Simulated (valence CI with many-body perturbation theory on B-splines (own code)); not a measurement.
**S11+: calculated level list**

Calculated by configuration interaction combined with many-body perturbation theory (CI+MBPT): three valence electrons over a frozen Dirac-Fock core [He], radial functions for each j: 11 s, 11 p, 10 d, 8 f, 5 g, 2 h, with the one-electron correlation potential Σ1, the two-electron term Σ2, the three-electron term Σ3, Breit, model QED; selected CI, second order for the rest, scaled by the run's own slope (own B-spline code, finite nucleus).

No measured levels were compared; by estimate levels of excited configurations hold to 0.05 to 0.15 % of their energy, terms of the ground configuration to about 0.5 %.

Levels 91 to 135 of 188, with energies above the lowest level, 2s²2p ²P°_1/2. "Leading %" is the weight of the configuration and term that name the level; weights of strongly mixed levels are sums over their largest components and can fall short. In the jj column 3d3/2^4 stands for four electrons in 3d with j = 3/2. Lifetimes count E1, E2, E3, M1 and M2 decay at the calculated energies, and are blank where another channel may lead or the interval is too uncertain; long ones can be off by a factor of two.

| No. | Configuration | Term | J | E (Ry) | Leading % | Lifetime | Leading jj |
| --- | --- | --- | --- | --- | --- | --- | --- |
| 91 | 2p²3p | ²F° | 5/2 | 29.725 | 92 | 4.45 ps | 2p1/2 2p3/2 3p1/2 (36 %) |
| 92 | 2p²3d | ⁴F | 7/2 | 29.728 | 96 | 107 ps | 2p1/2 2p3/2 3d5/2 (66 %) |
| 93 | 2p²3p | ²F° | 7/2 | 29.748 | 93 | 4.31 ps | 2p1/2 2p3/2 3p3/2 (54 %) |
| 94 | 2p²3d | ⁴F | 9/2 | 29.773 | 99 | 203 ps | 2p3/2^2 3d5/2 (57 %) |
| 95 | 2p²3d | ²P | 3/2 | 29.844 | 52 | 2.28 ps | 2p1/2 2p3/2 3d3/2 (59 %) |
| 96 | 2p²3d | ⁴D | 1/2 | 29.853 | 85 | 7.84 ps | 2p1/2 2p3/2 3d3/2 (97 %) |
| 97 | 2p²3d | ⁴D | 5/2 | 29.870 | 70 | 7.68 ps | 2p1/2 2p3/2 3d3/2 (39 %) |
| 98 | 2p²3d | ⁴D | 7/2 | 29.889 | 78 | 47.8 ps | 2p1/2 2p3/2 3d5/2 (56 %) |
| 99 | 2p²3d | ⁴D | 3/2 | 29.897 | 51 | 2.46 ps | 2p1/2 2p3/2 3d5/2 (61 %) |
| 100 | 2p²3d | ²F | 5/2 | 29.922 | 76 | 4.15 ps | 2p1/2 2p3/2 3d5/2 (66 %) |
| 101 | 2p²3d | ²P | 1/2 | 29.957 | 85 | 1.37 ps | 2p3/2^2 3d5/2 (66 %) |
| 102 | 2p²3p | ²D° | 3/2 | 29.982 | 94 | 1.56 ps | 2p1/2 2p3/2 3p1/2 (33 %) |
| 103 | 2p²3p | ²D° | 5/2 | 29.982 | 97 | 1.53 ps | 2p1/2 2p3/2 3p3/2 (60 %) |
| 104 | 2p²3d | ²F | 7/2 | 30.008 | 80 | 4.73 ps | 2p3/2^2 3d5/2 (77 %) |
| 105 | 2p²3d | ⁴P | 5/2 | 30.080 | 94 | 375 fs | 2p1/2 2p3/2 3d5/2 (46 %) |
| 106 | 2p²3d | ⁴P | 3/2 | 30.107 | 96 | 366 fs | 2p1/2 2p3/2 3d3/2 (34 %) |
| 107 | 2p²3d | ⁴P | 1/2 | 30.120 | 95 | 368 fs | 2p3/2^2 3d3/2 (47 %) |
| 108 | 2p²3p | ²P° | 1/2 | 30.153 | 96 | 2.51 ps | 2p1/2 2p3/2 3p3/2 (82 %) |
| 109 | 2p²3s | ²S | 1/2 | 30.163 | 82 | 1.71 ps | 2p3/2^2 3s (59 %) |
| 110 | 2p²3p | ²P° | 3/2 | 30.209 | 92 | 2.39 ps | 2p3/2^2 3p3/2 (61 %) |
| 111 | 2p²3d | ²G | 7/2 | 30.398 | 96 | 26.4 ps | 2p1/2 2p3/2 3d3/2 (50 %) |
| 112 | 2p²3d | ²G | 9/2 | 30.407 | 98 | 1.01 ns | 2p1/2 2p3/2 3d5/2 (57 %) |
| 113 | 2p²3d | ²D | 5/2 | 30.421 | 94 | 502 fs | 2p1/2 2p3/2 3d5/2 (43 %) |
| 114 | 2p²3d | ²D | 3/2 | 30.425 | 96 | 568 fs | 2p1/2 2p3/2 3d5/2 (46 %) |
| 115 | 2p²3d | ²D | 3/2 | 30.602 | 98 | 486 fs | 2p1/2 2p3/2 3d3/2 (44 %) |
| 116 | 2p²3d | ²D | 5/2 | 30.617 | 59 | 369 fs | 2p1/2 2p3/2 3d3/2 (45 %) |
| 117 | 2p²3d | ²F | 7/2 | 30.642 | 97 | 275 fs | 2p1/2 2p3/2 3d5/2 (60 %) |
| 118 | 2p²3d | ²F | 5/2 | 30.686 | 56 | 344 fs | 2p3/2^2 3d5/2 (61 %) |
| 119 | 2p²3d | ²P | 1/2 | 30.799 | 97 | 529 fs | 2p1/2 2p3/2 3d5/2 (40 %) |
| 120 | 2p²3d | ²P | 3/2 | 30.832 | 96 | 510 fs | 2p3/2^2 3d5/2 (44 %) |
| 121 | 2p²3d | ²S | 1/2 | 30.922 | 89 | 932 fs | 2p1/2 2p3/2 3d5/2 (30 %) |
| 122 | 2p²3p | ²P° | 1/2 | 31.018 | 92 | 2.27 ps | 2p3/2^2 3p1/2 (70 %) |
| 123 | 2p²3p | ²P° | 3/2 | 31.031 | 91 | 2.41 ps | 2p3/2^2 3p3/2 (64 %) |
| 124 | 2s²4s | ²S | 1/2 | 31.640 | 94 | 6.00 ps | 2s^2 4s (94 %) |
| 125 | 2p²3d | ²D | 5/2 | 31.712 | 93 | 748 fs | 2p3/2^2 3d5/2 (64 %) |
| 126 | 2p²3d | ²D | 3/2 | 31.726 | 93 | 670 fs | 2p3/2^2 3d3/2 (71 %) |
| 127 | 2s²4p | ²P° | 1/2 | 31.993 | 94 | 11.3 ps | 2s^2 4p1/2 (94 %) |
| 128 | 2s²4p | ²P° | 3/2 | 32.007 | 94 | 11.5 ps | 2s^2 4p3/2 (94 %) |
| 129 | 2s²4d | ²D | 3/2 | 32.299 | 94 | 1.29 ps | 2s^2 4d3/2 (94 %) |
| 130 | 2s²4d | ²D | 5/2 | 32.302 | 94 | 1.30 ps | 2s^2 4d5/2 (94 %) |
| 131 | 2s²4f | ²F° | 5/2 | 32.470 | 94 | 3.17 ps | 2s^2 4f5/2 (94 %) |
| 132 | 2s²4f | ²F° | 7/2 | 32.472 | 94 | 3.17 ps | 2s^2 4f7/2 (94 %) |
| 133 | 2s2p4s | ⁴P° | 1/2 | 33.453 | 98 | 5.85 ps | 2s 2p1/2 4s (93 %) |
| 134 | 2s2p4s | ⁴P° | 3/2 | 33.490 | 96 | 5.74 ps | 2s 2p1/2 4s (65 %) |
| 135 | 2s2p4s | ⁴P° | 5/2 | 33.569 | 99 | 5.61 ps | 2s 2p3/2 4s (99 %) |

Names give the largest LS component (configuration and term), which can be under half, so a name can repeat, a term be missing and a line seem to break the LS rules; names also repeat where a configuration has a term twice.
